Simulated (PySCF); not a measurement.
[Ga(CCH)4]-, C8H4Ga (charge -1).
Bonds: Ga1–C2, Ga1–C5, Ga1–C8, Ga1–C11, C2–C3, C5–C6, C8–C9, C11–C12. Hydrogens: H4 on C3; H7 on C6; H10 on C9; H13 on C12.

Method used: PySCF 2.14.0, PBE0-D3(BJ)/def2-SVP geometry optimisation, gas phase.

Problem. How far are the bound atoms from Ga1?

Solution. 4 atoms: C5 1.976 Å, C11 1.977 Å, C2 1.977 Å, C8 1.978 Å. The nearest atom not counted as bound is C6, at 3.20 Å (others tie with it).

Problem. List the angles at Ga1.

Solution. 
```csv
angle,degrees,distance of the outer atoms (Å)
C8–Ga1–C11,109.6,3.23
C2–Ga1–C11,109.6,3.23
C2–Ga1–C8,109.5,3.23
C5–Ga1–C8,109.4,3.23
C2–Ga1–C5,109.4,3.23
C5–Ga1–C11,109.3,3.22
```

Problem. What is the shape at Ga1?

Solution. Tetrahedral: angles from 109.3° to 109.6°; τ4 = (360° − α − β)/141° = 1.00 with α and β the two widest (0 for a square, 1 for a tetrahedron).

Problem. What are the other bond lengths?

Solution. C2–C3 and 3 like bonds 1.223 Å. (A selection.)

Problem. Give some angles away from the centre.

Solution. Ga1–C2–C3 179.8°.

Charge -1, singlet. Whether it is a minimum is left open (no frequencies).

On one thread, Arm Neoverse N1 (aarch64), on a shared host, this took 2.9 min and 0.64 GiB of memory at its peak. This is the geometry optimisation.
